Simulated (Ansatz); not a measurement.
System: sum formula TaOBr, charge 0, multiplicity 3. The spin state was set by rule; other spins were not relaxed. 
Structure (B3LYP-D3(BJ)/def2-TZVP (Ansatz, a quantum-chemistry and plane-wave program) minimum search):
SMILES: [Ta]([Br])=[O]
```xyz
3

Ta     0.6597    -0.2462     0.0118
O      1.3641     0.0423    -1.5219
Br    -1.6877     0.5039     0.3233
```
Charge 0, spin multiplicity 3.

Dipole moments at this geometry, in debye (magnitudes).

```tsv
level	program	dipole (D)
PBE/def2-TZVPD	Ansatz	3.13
revPBE/def2-TZVPD	Ansatz	[?]
B97M-V/def2-TZVPD	Ansatz	3.22
PBE0/def2-TZVPD	Ansatz	3.52
BHLYP/def2-TZVPD	Ansatz	3.81
r2SCAN0/def2-TZVPD	Ansatz	3.69
HSE06/def2-TZVPD	Ansatz	3.52
CAM-B3LYP/def2-TZVPD	Ansatz	3.57
wB97M-V/def2-TZVPD	Ansatz	3.73
CCSD(T)/def2-SVPD	Ansatz	[?]
```

Some entries are withheld; supply them.


- revPBE/def2-TZVPD, dipole (D): 3.16
- CCSD(T)/def2-SVPD, dipole (D): 3.38
